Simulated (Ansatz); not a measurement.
`F[SiH](F)[GeH3]` + `CNC` → `C[N](C)[GeH3]` + `F[SiH2]F` at 500 K and 1 bar (cleavage of the Ge–Si bond).

Isolated molecules relaxed with PBE0-D4/def2-TZVP in Ansatz; ΔE leaves out vibrations. CCSD(T)/CBS adds triple-zeta CCSD(T) − MP2 to the extrapolated MP2 energy (def2 sets, frozen cores). This one scheme is used for every species. For Ge outer-core shells are correlated without core-valence functions, which leaves a few kJ/mol of doubt a bond. Scalar relativity is left out up to krypton.

```json
{"species": "`F[SiH](F)[GeH3]`", "CCSD(T)/CBS energy (Eh)": "-2567.30741", "H − E (kJ/mol)": "142.8", "S (J/(mol·K))": "403.2"}
{"species": "`CNC`", "CCSD(T)/CBS energy (Eh)": "-135.00321", "H − E (kJ/mol)": "273.8", "S (J/(mol·K))": "313.8"}
{"species": "`C[N](C)[GeH3]`", "CCSD(T)/CBS energy (Eh)": "-2212.31524", "H − E (kJ/mol)": "322.7", "S (J/(mol·K))": "403.6"}
{"species": "`F[SiH2]F`", "CCSD(T)/CBS energy (Eh)": "-489.99391", "H − E (kJ/mol)": "85.3", "S (J/(mol·K))": "295.3"}
```

H − E and S are ideal-gas, rigid-rotor, harmonic terms from PBE0-D4/def2-TZVP. 1 Eh = 2625.50 kJ/mol, R = 8.31446 J/(mol·K).

Task: By hand: ΔE, ΔH, ΔS and ΔG.

Result: ΔE = (-2212.31524) + (-489.99391) − (-2567.30741) − (-135.00321) = 0.00147 Eh = 3.9 kJ/mol. Δ(H − E) = 322.7 + 85.3 − 142.8 − 273.8 = -8.6, so ΔH = -4.7 kJ/mol. ΔS = 403.6 + 295.3 − 403.2 − 313.8 = -18.1 J/(mol·K). ΔG = -4.7 − 500 × (-18.1)/1000 = 4.4 kJ/mol.

Task: By hand: the equilibrium constant, and the temperature at which ΔG would vanish if ΔH and ΔS stayed fixed.

Result: log₁₀ K = −ΔG/(RT ln 10) = -0.5. ΔG = 0 at ΔH/ΔS = 260 K, though so small a ΔH makes that figure unsure.

TΔS isn't small against ΔH here. The sign of ΔG lies within the doubt. A doubt of 5 kJ/mol in ΔE shifts log₁₀ K by 0.5 here. These are equilibria of isolated gas molecules and say nothing of rates. Largest T1 diagnostic: 0.012 (customary marks: 0.02 for closed shells, 0.045 for open ones).
